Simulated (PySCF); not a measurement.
## From computed data to an observable: refractive index and permittivity of the vapour

MoF₅H, SMILES [MoH]([F])([F])([F])([F])[F], multiplicity 1.

Coordinates come from a B3LYP-D3(BJ)/def2-SVP optimisation. The geometry has at least one imaginary mode, so it is a saddle point at that level. The multiplicity is an assumed one; no other spin state was optimised. The structure was generated by enumeration; whether it is a known compound was not checked. The def2 effective core potentials stand for the cores of Mo; spin–orbit coupling is left out.

PBE/def2-TZVP run with PySCF gives a mean static polarisability of 48.9 bohr³ and a dipole moment of 0.03 D. Take an ideal gas at 298.15 K and 0.01 bar, whether or not the substance is that volatile.

Work out n − 1 in the optical limit and the static ε − 1.


Polarisability volume α' = 48.9 × 0.148185 = 7.25 Å³. Number density N = p/kT = 2.43e-7 Å⁻³.
Dilute limit of Lorentz–Lorenz: n − 1 = 2π N α' = 1.1e-5.
Orientation term of Debye: μ²/(3kT) = 8.098 Å³ × μ²(D²) = 0.01 Å³.
ε − 1 = 4π N (α' + μ²/3kT) = 2.2e-5. With no permanent dipole, ε equals n² in this model. Vibrational polarisation and dispersion are left out.
